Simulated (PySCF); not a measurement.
Species: H8NPSSi2.
Numbering: `[NH2:1][SiH2:2][S:3][SiH2:4][PH2:5]` (hydrogens: H6, H7 on N1; H8, H9 on Si2; H10, H11 on Si4; H12, H13 on P5)

Method: PBE0-D3(BJ)/def2-SVP geometry optimisation, gas phase in PySCF 2.14.0; density fitting, grid level 1; the optimiser is geomeTRIC in internal coordinates, started from a GFN2-xTB structure with every atom displaced at random (about 0.01 Å).

The end geometry, which sets the zero of energy:
```
atom  x, y, z in Å
N1      1.5922    0.4613   -0.8059
Si2     1.6339   -0.4202    0.6750
S3     -0.1296   -0.0976    1.8653
Si4    -1.6207   -0.6853    0.4239
P5     -2.2927    0.9288   -1.0056
H6      1.8486    0.0237   -1.6821
H7      1.6626    1.4713   -0.8421
H8      2.7320   -0.0326    1.6094
H9      1.7666   -1.8508    0.2751
H10    -2.8012   -1.1347    1.2173
H11    -1.1043   -1.8268   -0.3924
H12    -0.9427    1.2233   -1.3651
H13    -2.3365    1.9266    0.0160
```

Problem. These geometries come from the run, each turned onto the end geometry. Order them by energy, lowest first.
A.
```
atom  x, y, z in Å
N1      1.5708    0.9193   -0.6476
Si2     1.5690   -0.4440    0.4269
S3     -0.0051   -0.1859    1.8547
Si4    -1.7285   -0.7152    0.6497
P5     -2.1629    0.5103   -1.1958
H6      2.2456    0.9549   -1.4058
H7      1.5448    1.8143   -0.1749
H8      2.7904   -0.5957    1.2775
H9      1.4186   -1.6976   -0.3706
H10    -2.8854   -0.5880    1.5853
H11    -1.6277   -2.1417    0.2114
H12    -0.8146    0.3926   -1.6799
H13    -1.9068    1.7636   -0.5423
```
B.
```
atom  x, y, z in Å
N1      1.5526    0.4466   -0.8130
Si2     1.6392   -0.4523    0.6605
S3     -0.0971   -0.0476    1.8540
Si4    -1.6057   -0.6651    0.4342
P5     -2.3020    0.9043   -1.0313
H6      1.9943    0.1048   -1.6587
H7      1.5509    1.4601   -0.7771
H8      2.7680   -0.1184    1.5828
H9      1.7459   -1.8857    0.2617
H10    -2.7786   -1.0933    1.2513
H11    -1.0995   -1.8278   -0.3565
H12    -0.9602    1.2392   -1.3874
H13    -2.3995    1.9221   -0.0318
```
C.
```
atom  x, y, z in Å
N1      1.6042    0.5701   -0.7890
Si2     1.6356   -0.4646    0.5967
S3     -0.0709   -0.0466    1.8239
Si4    -1.6512   -0.6833    0.4937
P5     -2.2787    0.7982   -1.0940
H6      2.1787    0.3535   -1.5969
H7      1.5123    1.5713   -0.6632
H8      2.7858   -0.2869    1.5355
H9      1.6347   -1.8656    0.0830
H10    -2.8206   -0.9423    1.3836
H11    -1.2433   -1.9469   -0.1920
H12    -0.9134    1.0561   -1.4392
H13    -2.3648    1.8739   -0.1534
```
D.
```
atom  x, y, z in Å
N1      1.5478    0.4095   -0.8199
Si2     1.6413   -0.4417    0.6812
S3     -0.1122   -0.0630    1.8632
Si4    -1.5954   -0.6617    0.4128
P5     -2.3199    0.9411   -1.0013
H6      1.9461    0.0111   -1.6624
H7      1.5836    1.4234   -0.8324
H8      2.7564   -0.0498    1.5962
H9      1.7772   -1.8810    0.3135
H10    -2.7678   -1.1404    1.2017
H11    -1.0589   -1.7871   -0.4115
H12    -0.9889    1.2919   -1.3739
H13    -2.4008    1.9347    0.0214
```
E.
```
atom  x, y, z in Å
N1      1.5941    0.7656   -0.7292
Si2     1.6050   -0.4498    0.5080
S3     -0.0500   -0.1282    1.8409
Si4    -1.7067   -0.7163    0.5909
P5     -2.1905    0.6290   -1.1545
H6      2.2611    0.6904   -1.4921
H7      1.4827    1.7362   -0.4461
H8      2.7903   -0.4756    1.4197
H9      1.4908   -1.7617   -0.1955
H10    -2.8832   -0.7389    1.5061
H11    -1.4528   -2.0880    0.0558
H12    -0.8237    0.7119   -1.5520
H13    -2.1090    1.8123   -0.3633
```

Solution. D (0.002 eV), B (0.006 eV), C (0.018 eV), E (0.031 eV), A (0.067 eV).

In the order of the answer:

```tsv
step	E above end (eV)	largest force (eV/Å)	rms force component (eV/Å)	rms distance from end (Å)	rms bond change (Å)	bond most changed (Å)
9	0.002	0.09	0.020	0.061	0.002	N1–Si2 +0.004
8	0.006	0.07	0.023	0.077	0.003	Si2–S3 -0.006
6	0.018	0.08	0.031	0.229	0.004	Si2–S3 -0.009
3	0.031	0.12	0.044	0.473	0.004	N1–Si2 +0.010
1	0.067	0.24	0.094	0.668	0.007	S3–Si4 +0.013
```

The cost below is that of the whole optimisation. Hardware: one thread, Arm Neoverse N1 (aarch64), no GPU, on a shared host. Cost: 3.3 min of wall time, 0.54 GiB resident at most.
